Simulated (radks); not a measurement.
Effect of the nuclear size on the selenium ion Se+, [Ar] 3d10 4s2 4p3. All-electron calculation, Dirac Kohn-Sham, exchange-only LDA, spin-unpolarised, spherical densities, finite nucleus; open shells fill j = l - 1/2 first; Fermi nuclear charge, rms radius 4.14 fm. Program: a radial shooting solver on a logarithmic mesh with Libxc functionals. The rms radius is varied about that value; shifts are against it.

rms radius (fm) = 3.6266: total energy shift (eV) -0.108; density at nucleus (e/bohr^3) 3.994e+04; 1s1/2 shift (meV) -45.9; 2s1/2 shift (meV) -4.56; 3p1/2 shift (meV) 0.072; 4s1/2 shift (meV) -0.068
rms radius (fm) = 3.9703: total energy shift (eV) -0.0372; density at nucleus (e/bohr^3) 3.968e+04; 1s1/2 shift (meV) -15.8; 2s1/2 shift (meV) -1.57; 3p1/2 shift (meV) 0.025; 4s1/2 shift (meV) -0.023
rms radius (fm) = 4.14: total energy shift (eV) 0; density at nucleus (e/bohr^3) 3.956e+04; 1s1/2 shift (meV) 0.000; 2s1/2 shift (meV) 0.000; 3p1/2 shift (meV) 0.000; 4s1/2 shift (meV) 0.000
rms radius (fm) = 4.4008: total energy shift (eV) 0.0600; density at nucleus (e/bohr^3) 3.939e+04; 1s1/2 shift (meV) 25.5; 2s1/2 shift (meV) 2.53; 3p1/2 shift (meV) -0.040; 4s1/2 shift (meV) 0.038
rms radius (fm) = 5.1419: total energy shift (eV) 0.249; density at nucleus (e/bohr^3) 3.896e+04; 1s1/2 shift (meV) 106; 2s1/2 shift (meV) 10.5; 3p1/2 shift (meV) -0.165; 4s1/2 shift (meV) 0.156

Slopes of the eigenvalues against <r^2> in GHz/fm^2, as finite differences over the two radii next to the reference (eigenvalue slopes, not the field-shift constants of lines): 1s1/2 2770, 2s1/2 275, 3p1/2 -4.31, 4s1/2 4.08.
